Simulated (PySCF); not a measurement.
Electric properties by functional and basis

Compound: lithium potassium, KLi.
SMILES: `[Li][K]`

PySCF, dipoles from the SCF density, polarisabilities from static response with core orbitals frozen. Geometry: PBE0-D3(BJ)/def2-SVP; no solvent, vibrations or thermal averaging.

Reference dipole: 3.450 D (measured, gas; NIST CCCBDB Release 22 (SRD 101), experimental dipoles). Reference dipole: 3.450 D (measured, gas; Liu, Meijer, Perez-Rios, Phys. Chem. Chem. Phys. 22 (2020) 24191). Errors are taken against the first value of each kind. The anisotropy is √(½[(α1 − α2)² + (α2 − α3)² + (α3 − α1)²]).

| level | μ (D) | error (%) | α (Å³) | anisotropy (Å³) |
| --- | --- | --- | --- | --- |
| LDA/def2-SVPD | 1.949 | -43.5 | 47.26 | 30.53 |
| PBE/def2-SVPD | 2.640 | -23.5 | 47.70 | 28.63 |
| B3LYP/def2-SVPD | 2.506 | -27.4 | 46.51 | 28.97 |
| PBE0/def2-SVPD | 3.167 | -8.2 | 48.33 | 26.79 |
| BHandHLYP/def2-SVPD | 2.982 | -13.6 | 46.80 | 26.92 |
| CAM-B3LYP/def2-SVPD | 3.035 | -12.0 | 45.80 | 26.30 |
| wB97X-D/def2-SVPD | 3.563 | +3.3 | 51.95 | 27.81 |
| LC-wPBE/def2-SVPD | 4.577 | +32.7 | 46.97 | 18.91 |
| HF/def2-SVPD | 4.095 | +18.7 | 52.19 | 24.01 |
| PBE0/def2-SVP | 3.158 | -8.5 | 40.28 | 37.93 |
| PBE0/6-31G* | 3.242 | -6.0 | 47.03 | 25.82 |
| PBE0/def2-TZVP | 3.429 | -0.6 | 40.21 | 33.98 |

For the dipole, the smallest error is 0.6% (PBE0/def2-TZVP) and the largest 43.5% (LDA/def2-SVPD). The dipole runs from 1.95 D (LDA/def2-SVPD) to 4.58 D (LC-wPBE/def2-SVPD). No reference polarisability is at hand; against PBE0 in the largest diffuse basis at hand (def2-SVPD) the other PBE0 rows deviate by def2-SVP -17%, 6-31G* -3%, def2-TZVP -17%. In one basis (def2-SVPD) the functionals order the polarisability from CAM-B3LYP (lowest) to HF (highest), a spread of 14%. With PBE0 the polarisability is 42.51 Å³ without diffuse functions (mean of def2-SVP, 6-31G* and def2-TZVP) and 48.33 Å³ with them (def2-SVPD). Measured values can belong to vibrating molecules; the computed ones are for one fixed geometry.
